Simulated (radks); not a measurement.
Excited configurations of the zirconium ion Zr2+: one electron is placed in a higher orbital outside [Kr] 4d1. The ground configuration is [Kr] 4d2. Method: Dirac Kohn-Sham, PBE, spin-unpolarised, spherical densities, point nucleus; open shells are shared between the two j in proportion to 2j + 1; computed with a radial shooting solver on a logarithmic mesh with Libxc functionals. Excitation = E - E(ground); binding = E(ion) - E, where the ion is the core of charge +3; n* = 3/sqrt(2 binding) in atomic units, and the quantum defect is n - n*. Eigenvalue and <r> are those of j = l + 1/2.

| outer orbital | excitation (eV) | binding (eV) | quantum defect | eigenvalue (eV) | <r> (bohr) |
|---|---|---|---|---|---|
| 4f | 14.462 | 8.161 | 0.126 | -6.342 | 5.353 |
| 5p | 6.445 | 16.179 | 2.249 | -13.302 | 3.676 |
| 5d | 12.353 | 10.270 | 1.547 | -8.463 | 5.190 |
| 5f | 17.088 | 5.535 | 0.296 | -4.533 | 9.201 |
| 6s | 12.147 | 10.476 | 2.581 | -8.988 | 6.036 |
| 6p | 13.829 | 8.794 | 2.268 | -7.460 | 6.919 |
| 6d | 16.313 | 6.310 | 1.595 | -5.318 | 9.065 |
| 6f | 18.725 | 3.898 | 0.395 | -3.293 | 14.09 |
| 7s | 16.259 | 6.365 | 2.614 | -5.503 | 9.891 |
| 7f | 19.751 | 2.872 | 0.471 | -2.468 | 19.96 |

The Delta-SCF ionisation energy is 22.623 eV (NIST Atomic Spectra Database: 23.170 eV, semi-empirical). Self-interaction in the functional shifts the binding energies and quantum defects, so they are the method's values and not measured ones. Spin polarisation and multiplet splitting are left out, so open shells lie too high by an amount that depends on their filling. Sharing an open shell by 2j + 1 raises it above the true ground level by a part of the spin-orbit splitting, which enters the differences from NIST.

Beside tabulated values, note that spin-unpolarised runs miss the spin-polarisation part of the exchange energy of open shells.
